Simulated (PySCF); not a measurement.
Estimate the missing entries of this data sheet.

Species: C7H7NO.
SMILES: `C=C/C=C\c1ccon1`

Conformer (atom-mapped SMILES and torsion angles): `[CH2:1]=[CH:2]/[CH:3]=[CH:4]\[c:5]1[cH:6][cH:7][o:8][n:9]1`: C1–C2–C3–C4 180°, C3–C4–C5–C6 180°.

```json
{"property": "point group of the GFN2-xTB geometry", "level": "GFN2-xTB", "value": "?"}
{"property": "rotational constants A, B, C of the GFN2-xTB geometry", "level": "GFN2-xTB", "value": "4.762, 0.953, 0.794 GHz"}
{"property": "dipole moment", "level": "CAM-B3LYP/def2-SVPD", "value": "?"}
{"property": "HOMO energy", "level": "CAM-B3LYP/def2-SVPD", "value": "-7.81 eV"}
{"property": "LUMO energy", "level": "CAM-B3LYP/def2-SVPD", "value": "?"}
{"property": "lowest singlet excitation", "level": "TDDFT CAM-B3LYP/def2-SVPD", "value": "4.78 eV (259 nm, f = 0.570)"}
{"property": "lowest triplet excitation (Tamm–Dancoff)", "level": "TDA CAM-B3LYP/def2-SVPD", "value": "2.68 eV"}
{"property": "static isotropic polarisability", "level": "CAM-B3LYP/def2-SVPD", "value": "?"}
{"property": "electronic spatial extent ⟨r²⟩ about the centre of nuclear charge", "level": "CAM-B3LYP/def2-SVPD", "value": "1389 bohr²"}
```

Electronic properties: PySCF, gas phase, density fitting.

(1) The static isotropic polarisability?

(2) The LUMO energy?

(3) What is the dipole moment?

(4) Give the point group of the GFN2-xTB geometry.

## Answers

(1) 100.0 au.

(2) -0.64 eV.

(3) 2.52 D.

(4) Cs.

The dipole equals about 8.4 × 10⁻³⁰ C·m (1 D = 3.33564 × 10⁻³⁰ C·m). No computed singlet falls in the visible range (750 to 380 nm, 1.65 to 3.26 eV); S1 lies 1.52 eV above its blue end. The polarisability is 14.82 Å³ as a volume (1 au = 0.148185 Å³), or 1.56 au for each of the 64 electrons. The vertical singlet–triplet gap S1 − T1 is 2.10 eV (TDDFT singlet less Tamm–Dancoff triplet; S1: HOMO→LUMO, weight 0.98; T1: HOMO→LUMO, weight 0.91).

For the TDDFT job (CAM-B3LYP/def2-SVPD), the run took 1.8 min wall (grids of density and orbitals included) on one thread of an Arm Neoverse N1, no GPU, shared host with 32 logical CPUs at a one-minute load of 24, and the process peaked at 1.1 GiB of memory.

One conformer stands for the species.
